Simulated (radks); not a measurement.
Effect of the nuclear size on neutral rhenium, [Xe] 4f14 5d5 6s2. Method: Dirac Kohn-Sham, PBE, spin-unpolarised, spherical densities, finite nucleus; open shells are shared between the two j in proportion to 2j + 1; Fermi nuclear charge, rms radius 5.3698 fm; computed with a radial shooting solver on a logarithmic mesh with Libxc functionals. The rms radius is varied about that value; shifts are against it.

[
 {"rms radius (fm)": "4.3603", "total energy shift (eV)": "-22.5", "density at nucleus (e/bohr^3)": "1.666e+06", "1s1/2 shift (meV)": "-9090", "2s1/2 shift (meV)": "-1290", "5s1/2 shift (meV)": "-12.2", "5p1/2 shift (meV)": "0.681", "6s1/2 shift (meV)": "-0.847", "5d5/2 shift (meV)": "0.746", "6p1/2 (empty) shift (meV)": "0.264"},
 {"rms radius (fm)": "4.9778", "total energy shift (eV)": "-9.09", "density at nucleus (e/bohr^3)": "1.589e+06", "1s1/2 shift (meV)": "-3680", "2s1/2 shift (meV)": "-523", "5s1/2 shift (meV)": "-4.92", "5p1/2 shift (meV)": "0.275", "6s1/2 shift (meV)": "-0.343", "5d5/2 shift (meV)": "0.301", "6p1/2 (empty) shift (meV)": "0.107"},
 {"rms radius (fm)": "5.3698", "total energy shift (eV)": "0", "density at nucleus (e/bohr^3)": "1.547e+06", "1s1/2 shift (meV)": "0.000", "2s1/2 shift (meV)": "0.000", "5s1/2 shift (meV)": "0.000", "5p1/2 shift (meV)": "0.000", "6s1/2 shift (meV)": "0.000", "5d5/2 shift (meV)": "0.000", "6p1/2 (empty) shift (meV)": "0.000"},
 {"rms radius (fm)": "5.7457", "total energy shift (eV)": "9.13", "density at nucleus (e/bohr^3)": "1.51e+06", "1s1/2 shift (meV)": "3690", "2s1/2 shift (meV)": "525", "5s1/2 shift (meV)": "4.94", "5p1/2 shift (meV)": "-0.276", "6s1/2 shift (meV)": "0.344", "5d5/2 shift (meV)": "-0.303", "6p1/2 (empty) shift (meV)": "-0.107"},
 {"rms radius (fm)": "6.1967", "total energy shift (eV)": "20.6", "density at nucleus (e/bohr^3)": "1.47e+06", "1s1/2 shift (meV)": "8330", "2s1/2 shift (meV)": "1180", "5s1/2 shift (meV)": "11.1", "5p1/2 shift (meV)": "-0.622", "6s1/2 shift (meV)": "0.776", "5d5/2 shift (meV)": "-0.683", "6p1/2 (empty) shift (meV)": "-0.242"}
]

Slopes of the eigenvalues against <r^2> in GHz/fm^2, as finite differences over the two radii next to the reference (eigenvalue slopes, not the field-shift constants of lines): 1s1/2 216000, 2s1/2 30800, 5s1/2 289, 5p1/2 -16.2, 6s1/2 20.2, 5d5/2 -17.7, 6p1/2 (empty) -6.28.
